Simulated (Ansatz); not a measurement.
Molecule: C$_{2}$H$_{5}$F$_{2}$Ge (charge -1, singlet). It need not be the lowest isomer of its formula. Whether it binds its extra electron was not tested at this geometry. SMILES: [F][Ge]([CH2-])([CH3])[F]
Coordinates optimised at B3LYP-D3(BJ)/def2-TZVP (Ansatz, a program for electronic structure):
```
Ge
F 1 1.7980
F 1 1.7980 2 102.51
C 1 1.8500 2 111.35 3 119.15
H 4 1.0924 1 111.83 2 -173.89
H 4 1.0924 5 111.57 1 126.09
C 1 1.9965 2 96.74 3 -98.47
H 7 1.0916 1 110.15 2 51.76
H 7 1.0920 8 109.30 1 -120.61
H 7 1.0920 8 109.30 9 -118.79
```
Charge -1, spin multiplicity 1.

Parts of the frozen-core correlation energy in cc-pVQZ (Ansatz, hartree). Frozen orbitals: 18; correlated occupied orbitals by spin: 16 and 16; virtual: 404 and 404. No spin-orbit coupling. No relativistic terms.

| term | value |
|---|---|
| reference (HF) | -2353.12498 |
| MP2 opposite-spin | [?] |
| MP2 same-spin | [?] |
| CCSD correlation | [?] |
| (T) | -0.04206 |
| T1 diagnostic | 0.012 |
| largest doubles amplitude | 0.025 |

Question: Some entries are withheld; supply them.

Answer: 
- MP2 opposite-spin, value: -0.81861
- MP2 same-spin, value: -0.25664
- CCSD correlation, value: -1.09007
